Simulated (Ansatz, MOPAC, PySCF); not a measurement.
Pair of molecules: C2H6 (SMILES CC) (first 8 atoms) with C3H6 (SMILES C=CC); geometry from B3LYP-D3(BJ)/def2-TZVP, rigid monomers moved along the line of their centres of mass till H4···C10 is 4.06 Å.
(charge 0, multiplicity 1):
```xyz
17

C      0.477    -0.542     0.485
C     -0.534     0.599     0.541
H      0.242    -1.242    -0.320
H      0.482    -1.104     1.421
H      1.489    -0.170     0.312
H     -0.557     1.156    -0.397
H     -0.292     1.302     1.339
H     -1.541     0.224     0.732
C     -1.278    -0.383     5.304
C      0.041    -0.479     5.403
C      1.002     0.655     5.245
H     -1.762     0.564     5.095
H     -1.921    -1.245     5.426
H      0.482    -1.451     5.611
H      1.690     0.471     4.414
H      0.482     1.595     5.057
H      1.617     0.776     6.141
```

Interaction energies are E(AB) − E(A) − E(B) at the monomers' geometry in the complex; basis-set methods are counterpoise corrected. Rows marked so take none.

Rows in 3-21G, 6-31G*, STO-3G carry no dispersion term and start afresh at each structure (6-31G* with six Cartesian d functions). MP2/6-31G* freezes PySCF's default core. The state that PM6, PM7 reach isn't checked; PM7 holds dispersion and hydrogen-bond terms.

Run with Ansatz (a quantum-chemistry and plane-wave program) with Gaussian orbitals; MOPAC for PM6, PM7 (differences of heats of formation); PySCF for 3-21G rows, 6-31G* rows, STO-3G rows, the dispersion terms. 

Other levels give for the interaction energy: PBE/def2-TZVPPD -0.23; B3LYP/def2-TZVPPD 0.13; B3LYP-D3(BJ)/def2-TZVPPD -0.53; wB97M-V/def2-TZVPPD -0.58 kcal/mol.

Common cheap choices:

```tsv
level	interaction energy (kcal/mol)
PM6	-0.01
PM7	-0.90
HF/STO-3G (no counterpoise)	0.00
HF/3-21G (no counterpoise)	-0.13
HF/6-31G* (no counterpoise)	-0.14
BP86/6-31G* (no counterpoise)	0.15
B3LYP/6-31G* (no counterpoise)	-0.06
MP2/6-31G*	-0.29
```
